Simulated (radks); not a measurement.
Numerical settings for neutral gadolinium, [Xe] 4f7 5d1 6s2. All-electron calculation, Dirac Kohn-Sham, PBE, spin-unpolarised, spherical densities, point nucleus; open shells are shared between the two j in proportion to 2j + 1. Program: a radial shooting solver on a logarithmic mesh with Libxc functionals. The defaults (mesh step 0.008 in ln r, mesh end at 40 bohr or more with all orbitals vanishing there, Anderson mixing 0.5 over 9 steps, residual threshold near 1e-9 with the energy settled to 1e-9 hartree or 1e-11 of itself, here a cap of 62 iterations) give E = -11280.0946 hartree and 5d5/2 at -2.428 eV in 14 iterations. Run on one thread of a shared host, so times are rough (Intel(R) Xeon(R) 6975P-C): 0.15 s of CPU time, 0.15 s wall, 14 iterations on 2728 mesh points. Changes against that run (0 stands for a change within the tolerance of the run):

| setting | iterations | converged | E (mhartree) | e(5d5/2) (meV) | CPU (s) |
|---|---|---|---|---|---|
| mesh step in ln r 0.003 | 14 | yes | 0 | 0 | 0.39 |
| mesh step in ln r 0.12 | 4 | no | diverged | - | 0.01 |
| mesh step in ln r 0.05 | 14 | yes | -0.0701 | +0.0131 | 0.03 |
| mesh end (bohr) 3 | 13 | level above zero | +3.78e+03 | +2.46e+04 | 0.12 |
| mesh end (bohr) 2 | 13 | level above zero | +2.34e+04 | +9.49e+04 | 0.11 |
| residual threshold 1e-16 | 62 | no | 0 | 0 | 0.33 |
| residual threshold 0.001 | 9 | yes | 0 | -3.28 | 0.12 |
| mixing 1.5 | 15 | yes | 0 | 0 | 0.16 |
| linear mixing, mixing 1 | 62 | no | +4.63e+05 | +2.44e+03 | 2.7 |
| linear mixing, mixing 0.2 | 62 | no | 0 | 0 | 0.49 |
| mixing history 2 | 22 | yes | 0 | 0 | 0.2 |
| iteration cap 3 | 3 | no | +6.56 | +678 | 0.05 |

Settled on a wrong energy, with an occupied level pushed above zero by the early mesh end: mesh end (bohr) 3 (+3.78 hartree); mesh end (bohr) 2 (+23.4 hartree). Apart from these: no run marked as converged misses the energy by more than 1 mhartree. A mesh that ends early acts as a hard wall.
